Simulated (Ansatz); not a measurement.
# Energy profile

The step: BH₃O₃ ([OH][B]([OH])[OH]) + HF → BH₂O₂F ([OH][B]([OH])[F]) + H₂O; bonds formed: B1–F6, O2–H5; bonds broken: B1–O2, H5–F6 (atoms numbered as in the saddle structure below).

B1  (-0.229, -0.083, -0.100)
O2  (1.205, 0.417, -0.309)
O3  (-0.534, -1.360, -0.488)
O4  (-1.128, 0.933, -0.295)
H5  (1.130, 0.302, 0.857)
F6  (0.277, -0.137, 1.555)
H7  (1.188, 1.338, -0.593)
H8  (0.117, -2.017, -0.237)
H9  (-2.026, 0.609, -0.390)
(Å)

Electronic energies by CCSD(T) at an estimated basis limit (MP2 extrapolated from triple and quadruple zeta, plus CCSD(T) − MP2 in triple zeta), on PBE0-D4/def2-TZVP structures; BH$_{4}$O$_{3}$F, singlet; no counterpoise correction. Computed with Ansatz 0.2.0 (basis: def2-TZVPP and def2-QZVPP); correlated methods freeze the cores. Extrapolation: Hartree–Fock as exp(−7.88 √X), correlation as X^−2.97.

Give the profile in eV, counted from the separated reactants. (To be estimated.)

Computed:
```tsv
point	eV
separated: BH$_{3}$O$_{3}$ (linked as [OH][B]([OH])[OH]; B1, O2, O3, O4, H7, H8, H9; singlet) + HF (H5, F6; singlet)	0.000
start structure	-0.417
saddle	0.967
end structure	-0.306
separated: BH$_{2}$O$_{2}$F (linked as [OH][B]([OH])[F]; B1, O3, O4, F6, H8, H9; singlet) + H$_{2}$O (O2, H5, H7; singlet)	-0.157
```

No T1 diagnostic of these runs exceeds 0.012.

Steps of this kind, hydrogen fluoride cutting a network bond, underlie vapour etching and the fluorination step of atomic layer etching.

For scale, one of the runs: CCSD(T)/def2-TZVPP, 211 basis functions, launched by `ansatz run in.yaml --threads 4 --pin off --events-out ev --progress --plain --max-ram 9574MiB`. The run took 110 s on 4 CPU threads of an Arm Neoverse V1 (shared host), with 3.4 GiB of host memory at its peak.
